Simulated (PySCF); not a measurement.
trifluoroacetic acid (C₂HF₃O₂), SMILES O=C(O)C(F)(F)F. Geometry optimised at PBE0-D3(BJ)/def2-SVP. The values are those of a single conformer.

Computed equilibrium geometry at PBE0-D3(BJ)/def2-SVP (PySCF confirms it by a frequency run) as a Z-matrix, and its point group (one conformer of several):
point group Cs.
```
C
O 1 1.1936
O 1 1.3256 2 126.25
H 3 0.9704 1 107.57 2 0.00
C 1 1.5400 2 123.63 3 180.00
F 5 1.3190 1 110.17 2 0.00
F 5 1.3300 6 108.91 1 120.96
F 5 1.3300 6 108.91 7 118.08
```
Charge 0, spin multiplicity 1.
